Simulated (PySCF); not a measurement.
# Frontier levels across methods

Species: C5H9Si (charge +1).
Cartesian coordinates in Å at the PBE0-D3(BJ)/def2-SVP level; atoms count from 1:
```
atom  x, y, z in Å
C1     3.0320    0.9783   -0.1695
C2     2.1922    0.1083   -0.1503
C3     1.1563   -0.9038   -0.1294
Si4   -0.5578   -0.2147   -0.2670
C5    -0.7730    1.5853   -0.4602
C6    -1.9901   -1.3472   -0.1679
H7     3.7971    1.7366   -0.1818
H8     1.1865   -1.5178    0.7952
H9     1.2751   -1.6452   -0.9479
H10   -1.7666    1.8653   -0.8378
H11    0.0270    1.9980   -1.0969
H12   -0.6364    2.0474    0.5377
H13   -2.6540   -1.0273    0.6560
H14   -2.5905   -1.2596   -1.0921
H15   -1.7034   -2.3975   -0.0185
```

Basis pcSseg-1 throughout (PySCF), one geometry. Geometry: PBE0-D3(BJ)/def2-SVP, one conformer, isolated ion.

Q: How do the orbital energies and the gap change with the method?

A: 
```json
{"method": "BLYP", "kind": "GGA", "HOMO (eV)": "-10.49", "LUMO (eV)": "-8.31", "gap (eV)": "2.18", "SCF cycles": "16"}
{"method": "B97-D", "kind": "GGA", "HOMO (eV)": "-10.60", "LUMO (eV)": "-8.33", "gap (eV)": "2.27", "SCF cycles": "16"}
{"method": "OPBE", "kind": "GGA", "HOMO (eV)": "-10.63", "LUMO (eV)": "-8.31", "gap (eV)": "2.33", "SCF cycles": "17"}
{"method": "PBE", "kind": "GGA", "HOMO (eV)": "-10.67", "LUMO (eV)": "-8.44", "gap (eV)": "2.23", "SCF cycles": "16"}
{"method": "KT3", "kind": "GGA", "HOMO (eV)": "-10.67", "LUMO (eV)": "-8.48", "gap (eV)": "2.19", "SCF cycles": "17"}
{"method": "KT2", "kind": "GGA", "HOMO (eV)": "-10.68", "LUMO (eV)": "-8.55", "gap (eV)": "2.13", "SCF cycles": "16"}
{"method": "BP86", "kind": "GGA", "HOMO (eV)": "-10.77", "LUMO (eV)": "-8.53", "gap (eV)": "2.24", "SCF cycles": "16"}
{"method": "LDA", "kind": "LDA", "HOMO (eV)": "-10.84", "LUMO (eV)": "-8.60", "gap (eV)": "2.24", "SCF cycles": "16"}
{"method": "B97-2", "kind": "global hybrid", "HOMO (eV)": "-11.59", "LUMO (eV)": "-7.61", "gap (eV)": "3.98", "SCF cycles": "13"}
{"method": "B3LYP", "kind": "global hybrid", "HOMO (eV)": "-11.60", "LUMO (eV)": "-7.80", "gap (eV)": "3.80", "SCF cycles": "14"}
{"method": "PBE0", "kind": "global hybrid", "HOMO (eV)": "-11.85", "LUMO (eV)": "-7.59", "gap (eV)": "4.26", "SCF cycles": "14"}
{"method": "mPW1PW91", "kind": "global hybrid", "HOMO (eV)": "-11.88", "LUMO (eV)": "-7.62", "gap (eV)": "4.26", "SCF cycles": "13"}
{"method": "BHandHLYP", "kind": "global hybrid", "HOMO (eV)": "-12.88", "LUMO (eV)": "-6.64", "gap (eV)": "6.24", "SCF cycles": "12"}
{"method": "CAM-B3LYP", "kind": "range-separated hybrid", "HOMO (eV)": "-13.18", "LUMO (eV)": "-6.50", "gap (eV)": "6.68", "SCF cycles": "12"}
{"method": "wB97X-D", "kind": "range-separated hybrid", "HOMO (eV)": "-13.72", "LUMO (eV)": "-5.80", "gap (eV)": "7.92", "SCF cycles": "13"}
{"method": "HF", "kind": "Hartree–Fock", "HOMO (eV)": "-14.47", "LUMO (eV)": "-4.17", "gap (eV)": "10.30", "SCF cycles": "11"}
{"method": "LC-wPBE", "kind": "range-separated hybrid", "HOMO (eV)": "-14.63", "LUMO (eV)": "-5.36", "gap (eV)": "9.28", "SCF cycles": "13"}
```

The HOMO spans 4.15 eV, from BLYP down to LC-wPBE, and the gap runs from 2.13 eV (KT2) to 10.30 eV (HF). Over the methods BLYP (0 %), B97-D (0 %), OPBE (0 %), PBE (0 %), KT3 (0 %), KT2 (0 %), BP86 (0 %), LDA (0 %), B97-2 (21 %), B3LYP (20 %), PBE0 (25 %), mPW1PW91 (25 %), BHandHLYP (50 %), HF (100 %), a straight line through the gap against the share of exact exchange rises by 0.81 eV for each 10 % (correlation coefficient 1.000).
